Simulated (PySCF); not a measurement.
From computed data to an observable: oscillator strength and radiative lifetime

C₂H₇In, SMILES [CH3][InH][CH3].

Geometry: B3LYP-D3(BJ)/def2-SVP. The def2 effective core potentials stand for the cores of In; spin–orbit coupling is left out.

PySCF with TDA-PBE0/def2-SVPD puts the first singlet state with f over 0.02 at 6.24 eV (vertical), with the transition dipole (-1.026, 0.003, 0.000) in atomic units.

Problem. Find the oscillator strength, the wavelength and the radiative lifetime that this transition would have in vacuum if emission retraced absorption.

Solution. 
|μ|² = 1.0527 au, so |μ| = 2.61 D. ΔE = 6.24/27.211 = 0.2293 hartree. f = (2/3) ΔE |μ|² = 0.161 (the program prints 0.161).
λ = 1239.84/6.24 = 199 nm; ν = 50329 cm⁻¹.
Einstein's coefficient A = 0.6670 ν² f s⁻¹ (ν in cm⁻¹) = 2.7e8 s⁻¹, so τ = 1/A = 3.7 ns. This state is S3; the lower singlets have f = 0.000, 0.001. The figure is the radiative limit of this one transition; relaxation, internal conversion, crossing to triplets and a medium change what is measured.
